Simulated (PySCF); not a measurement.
# Zn: ionisation energy

Zn [Ar] 3d10 4s2 (1S) → Zn⁺ [Ar] 3d10 4s1 (2S), as a difference of total energies. Computed with PySCF 2.14 in cc-pVTZ-PP with ECP10MDF (5s5p4d2f1g, 63 functions), with scalar relativity through the core potential. Correlated levels: valence: 3s2 3p6 frozen. The calculations carry no spin-orbit coupling.

```csv
method,ionisation energy (eV)
UHF,7.805
BP86,9.721
r2SCAN,9.418
MP2 (valence),9.046
SCS-MP2 (valence),9.063
```

Problem. How much does correlation contribute at MP2 (valence)?

Solution. 9.046 − (7.805) = 1.241 eV, measured against UHF.

Errors of the correlated levels include the incompleteness of this basis and the frozen core.

MP2 underrates the near-degeneracy of ns² with np² in the lower species.

For comparison: 9.394 eV (measured; NIST Atomic Spectra Database, ionization energies).
